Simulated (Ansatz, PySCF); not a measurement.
Gas-phase reaction in SMILES: [OH][Al][OH] -> [OH][Al][OH] as singlet, charge -1 (an electron is taken up)
Structures are relaxed separately at B3LYP-D3(BJ)/def2-TZVP in Ansatz (a first-principles code), one conformer each, not searched for the lowest. Unstable Hartree-Fock reference: [OH][Al][OH] as singlet, charge -1. A spin state is the lowest found, not a proven ground state.

Property: adiabatic electron affinity (electronic energy difference), positive where the reaction releases energy, in eV. Valence correlation only, unless marked. UHF or UKS for open shells. No spin-orbit coupling. No relativistic terms. Anions need diffuse functions: aug- sets have them; def2-D sets add few; the other sets have none. CBS(X,Y): correlation extrapolated as X^-3; Hartree-Fock from the larger set. The bracket is a focal-point correction in the basis named.

```csv
level,program,adiabatic electron affinity (eV)
M06-L/def2-TZVPD,PySCF,?
r2SCAN/def2-TZVPD,Ansatz,1.18
B3LYP-D4/def2-TZVPD,Ansatz + dftd4,?
PBE0-D3(BJ)/def2-TZVP,Ansatz + dftd3,1.07
BHLYP-D4/def2-TZVPD,Ansatz + dftd4,?
"RI-MP2/CBS(aug-cc-pV(T+d)Z,aug-cc-pV(Q+d)Z)+[CCSD(T)-MP2]/aug-cc-pV(T+d)Z",Ansatz,1.43
```

Question: Some entries are withheld; supply them.

Answer: 
- M06-L/def2-TZVPD, adiabatic electron affinity (eV): 1.24
- B3LYP-D4/def2-TZVPD, adiabatic electron affinity (eV): 1.47
- BHLYP-D4/def2-TZVPD, adiabatic electron affinity (eV): 1.19
